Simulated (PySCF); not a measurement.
# Exact mass, isotope pattern and composition

Species: `C/N=[C]/C(=O)CS` [radical].

Calculated from isotope tables alone.

Question: Find the molar and monoisotopic masses of C4H6NOS.

Answer: For C4H6NOS, with standard atomic weights, 4 × 12.011 + 1 × 14.007 + 1 × 15.999 + 1 × 32.060 + 6 × 1.008 = 116.158 g/mol. From the most abundant isotopes (12C, 14N, 16O, 32S, 1H), 4 × 12.000000 + 1 × 14.003074 + 1 × 15.994915 + 1 × 31.972071 + 6 × 1.007825 = 116.0170 u.

Question: What cluster does the singly charged cation M+ show when like nominal masses merge?

Answer: 
| nominal mass | m/z (centroid) | relative intensity |
| --- | --- | --- |
| 116 | 116.0165 | 100.0 |
| 117 | 117.0189 | 5.6 |
| 118 | 118.0129 | 4.9 |
| 119 | 119.0156 | 0.2 |

Cut off at 0.1 %. One electron mass, 0.00055 u, is taken off.

Question: Protons, neutrons, electrons, and exact less nominal mass of the monoisotopic species?

Answer: 61 protons, 55 neutrons and 61 electrons; 116.0170 − 116 = +0.0170 u.

Question: Elemental analysis, calculated?

Answer: C 41.36 %, N 12.06 %, O 13.77 %, S 27.60 %, H 5.21 %.

Question: What resolving power m/Δm just matches the spacing of the species with one 33S and with one 13C?

Answer: They lie 0.00397 u apart at mass 117.02, so m/Δm is about 29000.

Question: List the species in which a single atom is changed from its most abundant isotope.

Answer: Intensity in % of the monoisotopic species:

```tsv
isotope	mass shift (u)	m/z	intensity (%)
15N	+0.99703	117.0135	0.37
33S	+0.99939	117.0158	0.80
13C	+1.00335	117.0198	4.33
17O	+1.00422	117.0207	0.04
2H	+1.00628	117.0227	0.07
34S	+1.99580	118.0123	4.52
18O	+2.00425	118.0207	0.21
36S	+3.99501	120.0115	0.02
```

Species under 0.02 % are left out.
